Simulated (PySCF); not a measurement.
Vertical excitations of a molecule C₄H₇BO from PySCF with TDDFT-PBE0/def2-SVPD, as energy in eV (oscillator strength): 6.04 (0.071), 6.41 (0.004), 6.76 (0.001), 7.14 (0.437), 7.30 (0.021), 7.61 (0.001), 7.82 (0.046), 7.83 (0.003), 7.85 (0.000), 7.94 (0.001). Lowest triplet (TDA): 4.35 eV. The structure is a stationary point at B3LYP-D3(BJ)/def2-SVP. One conformer was computed; it need not be the lowest.

**Question.** Which molecule gave these data?
(A) C=C1CB(C)O1
(B) C=C=CB(C)O
(C) CB1C=COC1
(D) CB1C=C(C)O1

**Answer.** A, C=C1CB(C)O1
